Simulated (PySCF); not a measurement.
Al(Me)2(PH2) (C2H8AlP), SMILES [Al]([CH3])([CH3])[PH2]. Heavy atoms are numbered as in [Al:1]([CH3:2])([CH3:6])[PH2:10]. Hydrogens are named by the atom that carries them.

Geometry: PBE0-D3(BJ)/def2-SVP. The structure was generated by enumeration; whether it is a known compound was not checked. Other conformers were not sampled.

Method: PBE/pcSseg-1 (PySCF).

GIAO shieldings, no solvent; atoms alike by connectivity are averaged. δ = σ(ref) − σ: ¹³C against TMS (σ = 182.0 ppm); ¹H against TMS (σ = 31.49 ppm); ³¹P against PH3 (σ = 576.8 ppm), references at their B3LYP-D3(BJ)/def2-TZVP geometries, non-relativistic.

Computed chemical shifts:
```tsv
nucleus	atoms	count	δ (ppm)
¹³C	C2 (CH3)	2	-1.9
¹H	H on P10	2	1.69
¹H	H on C2	6	0.22
³¹P	P10 (PH2)	1	-1.0
```
